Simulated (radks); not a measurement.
Q: Radial electron density D(r) = 4 pi r^2 rho(r) of an atom or ion with 19 electrons. Calculated with a radial shooting solver on a logarithmic mesh with Libxc functionals: scalar-relativistic Kohn-Sham, LDA (Slater exchange, Perdew-Wang correlation), spin-polarised, spherical densities, finite nucleus; Fermi nuclear charge, rms radius of each element as measured or else 0.836 A^(1/3) + 0.57 fm.

```
   r/bohr * D(r) (the largest magnitude, 33, reaches the edge; | marks zero)
 0.004976 |    *
 0.006479 |      *
  0.00837 |          *
  0.01081 |               *
  0.01408 |                      *
  0.01819 |                             *
  0.02349 |                                      *
  0.03059 |                                             *
  0.03951 |                                                 *
  0.05104 |                                                *
  0.06646 |                                           *
  0.08585 |                                       *
   0.1109 |                                        *
   0.1444 |                                                *
   0.1865 |                                                      *
    0.241 |                                                 *
   0.3138 |                                 *
   0.4053 |                   *
   0.5278 |                 *
   0.6817 |                   *
   0.8806 |               *
    1.147 |       *
    1.481 |  *
    1.913 |*
    2.491 |*
    3.218 *
    4.157 *
    5.413 *
```

What is the nuclear charge?

A: Z = 25. The innermost maximum, from 1s, lies near gamma/Z bohr with gamma = sqrt(1 - (Z/c)^2) = 0.983, here 0.0393 bohr (found: 0.0425), and its height grows with Z. The density is that of the manganese ion Mn6+ in [Ne] 3s1 3p6 3d1 4d1; the configuration itself is not fixed sharply by these data, and Z only to about a unit. D(r) has 3 maxima, at r = 0.0425, 0.193, 0.682 bohr, and minima at 0.0930, 0.483 bohr, inside which lie 2.11, 10.59 electrons.
